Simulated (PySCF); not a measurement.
Cartesian coordinates in Å; atom numbers follow the order of the lines, from 1:
```xyz
17

Si   -0.275    0.017   -0.244
C    -0.589    0.011    1.594
C    -2.062    0.010    1.992
H    -0.070    0.895    2.006
H    -0.067   -0.871    2.006
H    -2.184    0.016    3.086
H    -2.581    0.894    1.590
H    -2.577   -0.880    1.600
C     1.523   -0.032   -0.738
C     1.768   -0.015   -2.243
H     1.953   -0.939   -0.277
H     2.015    0.826   -0.246
H     2.843   -0.055   -2.477
H     1.286   -0.875   -2.732
H     1.357    0.897   -2.701
Cl   -1.142    1.719   -1.060
Cl   -1.229   -1.619   -1.094
```

Geometry: PBE0-D3(BJ)/def2-SVP; GIAO shifts from PySCF, gas phase, non-relativistic, averaged over equivalent atoms.

At B3LYP/pcSseg-1 (190 basis functions, 49 s wall time on 1 thread of an Arm Neoverse N1, shared host):
```csv
atoms,δ (ppm)
Si1,57.5
C2/C9,17.2
C3/C10,7.3
H6/H7/H8/H13/H14/H15,1.20
H4/H5/H11/H12,0.66
Cl16/Cl17,34.3
```

Shifts are taken against calculated references (same method and geometry level): $^{29}$Si (σ = 337.86 ppm) and $^{13}$C (σ = 179.24 ppm) and $^{1}$H (σ = 31.38 ppm) vs TMS; $^{35}$Cl (σ = 930.46 ppm) vs HCl.

Question: What do these become at PBE0/pcSseg-1?

Answer: 
| atoms | δ at PBE0/pcSseg-1 | change |
| --- | --- | --- |
| Si1 | 56.8 | -0.7 |
| C2/C9 | 16.0 | -1.2 |
| C3/C10 | 6.8 | -0.5 |
| H6/H7/H8/H13/H14/H15 | 1.18 | -0.02 |
| H4/H5/H11/H12 | 0.65 | -0.01 |
| Cl16/Cl17 | 37.9 | +3.6 |

Chemical shifts δ = σref − σ; $^{29}$Si (351.99 ppm) and $^{13}$C (184.41 ppm) and $^{1}$H (31.27 ppm) against TMS; HCl for $^{35}$Cl (943.27 ppm), all at this level.

The largest change is at Cl16/Cl17 (chlorine bonded to Si). Cost: 190 basis functions, 67 s wall time on 1 thread of an Arm Neoverse N1, shared host.
